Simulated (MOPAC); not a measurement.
A run for MOPAC: AM1 on CH5NOSn (SMILES C[O][Sn][NH2]), a point of a torsion scan.

```
AM1 1SCF PRECISE CHARGE=0 THREADS=1
CH5NOSn

C     -1.83189238 1    -0.22095676 1     0.24478614 1
O     -0.53207652 1     0.10625311 1    -0.14445903 1
Sn     0.88152174 1     1.58050393 1     0.15376195 1
N      2.22126256 1     0.55813143 1    -0.99108949 1
H     -2.39719397 1     0.63804725 1     0.62087120 1
H     -1.80962776 1    -0.98875463 1     1.02413274 1
H     -2.36490198 1    -0.62583093 1    -0.62071956 1
H      1.97410960 1    -0.32974562 1    -1.40948094 1
H      3.17457319 1     0.77683631 1    -1.24545311 1
```

The log:

```
*******************************************************************************
 **                                                                           **
 **                              MOPAC v23.2.5                                **
 **                                                                           **
 *******************************************************************************
 ** MOPAC's Digital Object Identifier: https://doi.org/10.5281/zenodo.6511958 **
 **                                                                           **
 ** Please cite the open-source release paper for use of this MOPAC version:  **
 ** J. E. Moussa and J. J. P. Stewart (2026)                                  **
 ** MOPAC: An open-source semiempirical molecular orbital program             **
 ** J. Open Source Softw., 11(119), 8025, https://doi.org/10.21105/joss.08025 **
 *******************************************************************************

                              AM1 CALCULATION RESULTS

 *******************************************************************************
 *  AM1        - The AM1 Hamiltonian to be used
 *
 *
 *
 *                 CHARGE ON SYSTEM = 0
 *
 *
 *
 *  PRECISE    - TIGHTER CRITERIA TO BE USED
 *  1SCF       - DO 1 SCF AND THEN STOP
 *  THREADS=1  - MULTI-THREADING NOT USED
 *  T=         - A TIME OF 172800.0 SECONDS REQUESTED
 *  DUMP=N     - RESTART FILE WRITTEN EVERY 7200.0 SECONDS REQUESTED
 *******************************************************************************
AM1 1SCF PRECISE CHARGE=0 THREADS=1
 CH5NOSn

   ATOM   CHEMICAL          X               Y               Z
  NUMBER   SYMBOL      (ANGSTROMS)     (ANGSTROMS)     (ANGSTROMS)

     1       C         -1.83189238  *  -0.22095676  *   0.24478614  *
     2       O         -0.53207652  *   0.10625311  *  -0.14445903  *
     3      Sn          0.88152174  *   1.58050393  *   0.15376195  *
     4       N          2.22126256  *   0.55813143  *  -0.99108949  *
     5       H         -2.39719397  *   0.63804725  *   0.62087120  *
     6       H         -1.80962776  *  -0.98875463  *   1.02413274  *
     7       H         -2.36490198  *  -0.62583093  *  -0.62071956  *
     8       H          1.97410960  *  -0.32974562  *  -1.40948094  *
     9       H          3.17457319  *   0.77683631  *  -1.24545311  *



          CARTESIAN COORDINATES

    NO.       ATOM           X           Y           Z

     1         C         -1.8319     -0.2210      0.2448
     2         O         -0.5321      0.1063     -0.1445
     3        Sn          0.8815      1.5805      0.1538
     4         N          2.2213      0.5581     -0.9911
     5         H         -2.3972      0.6380      0.6209
     6         H         -1.8096     -0.9888      1.0241
     7         H         -2.3649     -0.6258     -0.6207
     8         H          1.9741     -0.3297     -1.4095
     9         H          3.1746      0.7768     -1.2455

  H: (AM1): M.J.S. DEWAR ET AL, J. AM. CHEM. SOC. 107 3902-3909 (1985)
  C: (AM1): M.J.S. DEWAR ET AL, J. AM. CHEM. SOC. 107 3902-3909 (1985)
  N: (AM1): M.J.S. DEWAR ET AL, J. AM. CHEM. SOC. 107 3902-3909 (1985)
  O: (AM1): M.J.S. DEWAR ET AL, J. AM. CHEM. SOC. 107 3902-3909 (1985)
 Sn: (AM1): J. J. P. STEWART, J. MOL. MOD., 10, 155-164 (2004)

           Empirical Formula: C H5 N O Sn  =     9 atoms



      MOLECULAR POINT GROUP   :   C1


      RHF CALCULATION, NO. OF DOUBLY OCCUPIED LEVELS = 12


 -------------------------------------------------------------------------------
 AM1 1SCF PRECISE CHARGE=0 THREADS=1
 CH5NOSn



     1SCF WAS SPECIFIED, SO BFGS WAS NOT USED
     SCF FIELD WAS ACHIEVED


                              AM1 CALCULATION
                                                       MOPAC v23.2.5 Linux




          FINAL HEAT OF FORMATION =        -41.07457 KCAL/MOL =    -171.85600 KJ/MOL


          COSMO AREA              =        128.18 SQUARE ANGSTROMS
          COSMO VOLUME            =        116.89 CUBIC ANGSTROMS

          IONIZATION POTENTIAL    =          8.372825 EV
          HOMO LUMO ENERGIES (EV) =         -8.373  0.437
          NO. OF FILLED LEVELS    =         12
          MOLECULAR WEIGHT        =        165.7466         POINT GROUP:  C1

          MOLECULAR DIMENSIONS (Angstroms)

            Atom       Atom       Distance
            H     9    H     5     5.87767
           Sn     3    H     7     2.77338
            H     7    H     6     1.56988


          SCF CALCULATIONS        =          1





   ATOM   CHEMICAL          X               Y               Z
  NUMBER   SYMBOL      (ANGSTROMS)     (ANGSTROMS)     (ANGSTROMS)

     1       C         -1.83189238  *  -0.22095676  *   0.24478614  *
     2       O         -0.53207652  *   0.10625311  *  -0.14445903  *
     3      Sn          0.88152174  *   1.58050393  *   0.15376195  *
     4       N          2.22126256  *   0.55813143  *  -0.99108949  *
     5       H         -2.39719397  *   0.63804725  *   0.62087120  *
     6       H         -1.80962776  *  -0.98875463  *   1.02413274  *
     7       H         -2.36490198  *  -0.62583093  *  -0.62071956  *
     8       H          1.97410960  *  -0.32974562  *  -1.40948094  *
     9       H          3.17457319  *   0.77683631  *  -1.24545311  *

                             CARTESIAN COORDINATES

   1    C       -1.831892380    -0.220956760     0.244786140
   2    O       -0.532076520     0.106253110    -0.144459030
   3   Sn        0.881521740     1.580503930     0.153761950
   4    N        2.221262560     0.558131430    -0.991089490
   5    H       -2.397193970     0.638047250     0.620871200
   6    H       -1.809627760    -0.988754630     1.024132740
   7    H       -2.364901980    -0.625830930    -0.620719560
   8    H        1.974109600    -0.329745620    -1.409480940
   9    H        3.174573190     0.776836310    -1.245453110


           Empirical Formula: C H5 N O Sn  =     9 atoms



      MOLECULAR POINT GROUP   :   C1


                  EIGENVALUES
 -35.54490 -30.84168 -25.76381 -15.98875 -14.88620 -14.25832 -14.19253 -13.43687
 -10.26498  -9.76983  -9.00372  -8.37282   0.43695   1.36990   2.11176   5.31446
   5.48114   5.68763   6.13347   6.92400   7.24322


              NET ATOMIC CHARGES AND DIPOLE CONTRIBUTIONS

  ATOM NO.   TYPE          CHARGE      No. of ELECS.   s-Pop       p-Pop
    1          C           0.053757        3.9462     1.20395     2.74229
    2          O          -0.741715        6.7417     1.83826     4.90345
    3         Sn           1.103859        2.8961     1.89635     0.99979
    4          N          -0.767208        5.7672     1.56988     4.19733
    5          H           0.006728        0.9933     0.99327
    6          H           0.023265        0.9767     0.97673
    7          H           0.032255        0.9677     0.96774
    8          H           0.143906        0.8561     0.85609
    9          H           0.145152        0.8548     0.85485
 DIPOLE           X         Y         Z       TOTAL
 POINT-CHG.     0.843     6.014     3.241     6.884
 HYBRID         0.315    -3.716    -2.298     4.381
 SUM            1.158     2.298     0.943     2.741


          ATOMIC ORBITAL ELECTRON POPULATIONS

     Atom    s        px        py        pz
    1  C   1.20395   0.83624   0.94819   0.95786
    2  O   1.83826   1.28528   1.80199   1.81618
    3 Sn   1.89635   0.29870   0.37588   0.32521
    4  N   1.56988   1.23143   1.32226   1.64364
    5  H   0.99327
    6  H   0.97673
    7  H   0.96774
    8  H   0.85609
    9  H   0.85485

 **********************
 *                    *
 * JOB ENDED NORMALLY *
 *                    *
 **********************




 == MOPAC DONE ==
```

The run finished.

Cost: around 0.03 core-seconds (rough).
